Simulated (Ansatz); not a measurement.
`[CH3][Al]([F])[BH]O` → Al• + B• + C• + F• + 5 H• + O•  (atomization)

Computed with Ansatz on PBE0-D4/def2-TZVP structures; ΔE is electronic, products minus reactants. CBS: MP2 limit from def2 TZ/QZ plus the TZ coupled-cluster correction, frozen cores. This one scheme is used for every species, atoms too. Open shells (•) are unrestricted, without spin–orbit coupling. Spin–orbit coupling would lower the free atoms: a little for Al, B, C, F, O. Each species was taken in one conformer, which may not be the lowest.

```tsv
species	SCS-MP2/def2-QZVPP energy (Eh)
`[CH3][Al]([F])[BH]O`	-482.83871
Al•	-241.92436
B•	-24.58620
C•	-37.76798
F•	-99.63553
H•	-0.49998
O•	-74.97413
```

Work out ΔE.

ΔE = 5 × (-0.49998) + (-241.92436) + (-24.58620) + (-37.76798) + (-99.63553) + (-74.97413) − (-482.83871) = 1.45061 Eh = +910.3 kcal/mol. CCSD(T)/CBS gives +905.8 kcal/mol.

Largest T1 diagnostic among the species: 0.018.

At CCSD(T), def2-SVP lies −46.0 kcal/mol from the extrapolated value and def2-TZVPP −22.7 kcal/mol: correlation converges slowly with the basis, and small sets miss more of it in the bonded molecule than in its fragments. In def2-TZVPP, CCSD(T) changes the Hartree–Fock value by +202.9 kcal/mol (the triples alone add +11.9 kcal/mol) and MP2 by +223.5 kcal/mol; breaking electron pairs costs correlation energy, which Hartree–Fock lacks. The D4 term adds +5.6 kcal/mol with B3LYP and +3.0 kcal/mol with PBE0; it sums over pairs of atoms, weighted by their polarisabilities, and B3LYP, whose exchange is more repulsive, gets the larger term.

B3LYP here is the variant with VWN-RPA as its local correlation; programs differ in this.

For atomizations the MP2-based limit and the directly extrapolated one differ by several kJ/mol either way, and by 10 to 25 for some Ge, Se and Sn compounds, so smaller differences from it don't rank the levels.
